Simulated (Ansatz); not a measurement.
`C[O][W]([F])([F])([F])=[S]`, relaxed with RKS PBE-D4/def2-SVP in Ansatz 0.2.0 from a rough embedded geometry. The force threshold is 0.03 eV/Å; the program also tests the step.

Charge 0, multiplicity 1. W takes the def2 core potential.

Start:

```xyz
10

C    -1.302   -1.021    0.769
O    -0.536    0.182    1.083
W     0.886    0.362   -0.652
F     0.940    1.648    1.244
F     1.535    2.382   -1.552
F     3.199    1.013   -0.640
S    -0.357   -0.698   -2.237
H    -1.536   -1.005   -0.352
H    -0.636   -1.906    0.983
H    -2.193   -0.958    1.354
```

Q: By how much does the energy fall, and how many steps does the optimiser take? (An estimate is asked.)

A: Computed: 972.17 kJ/mol, in 21 steps.

Q: Which bonds change most? (An estimate is asked.)

A: Ansatz gave: W3–F6 from 2.403 to 1.885 Å; W3–F5 from 2.305 to 1.886 Å; W3–F4 from 2.292 to 1.892 Å; O2–W3 from 2.251 to 1.853 Å.

Q: Give the relaxed structure. (Estimate.)

A: The calculation gave: 
```xyz
10

C    -1.296   -1.127    0.624
O    -0.267   -0.188    0.475
W     0.985    0.869   -0.391
F     2.306    2.222   -0.439
F    -0.204    2.326   -0.263
F     2.356   -0.155    0.399
S     0.831    0.185   -2.404
H    -1.500   -1.617   -0.354
H    -0.996   -1.895    1.369
H    -2.216   -0.620    0.983
```
